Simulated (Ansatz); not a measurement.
Basis-set extrapolation for C₂H₈BNS (PBE0-D4/def2-TZVP geometry, frozen core, Ansatz). Multiplicity 1, RHF reference.

```json
{"": "HF", "def2-TZVPP": "-557.132268", "def2-QZVPP": "-557.151155"}
{"": "MP2 correlation", "def2-TZVPP": "-0.846030", "def2-QZVPP": "-0.905224"}
{"": "CCSD(T) correlation", "def2-TZVPP": "-0.940984", "def2-QZVPP": "not run"}
```

Energies in hartree. Use E(X) = E(∞) + A·exp(−7.88·√X) for Hartree–Fock and E(X) = E(∞) + B·X^(−2.97) for correlation, with X = 3 and 4, and add CCSD(T) minus MP2 of the smaller set to the MP2 limit.

Q: What is the CCSD(T) energy at the basis-set limit?

A: HF limit: -557.151155 + (-0.018887) × 0.13774 = -557.15376. MP2 limit: -0.905224 + (-0.059194) × 0.74074 = -0.94907. Higher-order term: -0.940984 − (-0.846030) = -0.09495. Total: -558.19778 hartree, 78.1 kcal/mol below CCSD(T)/def2-TZVPP.
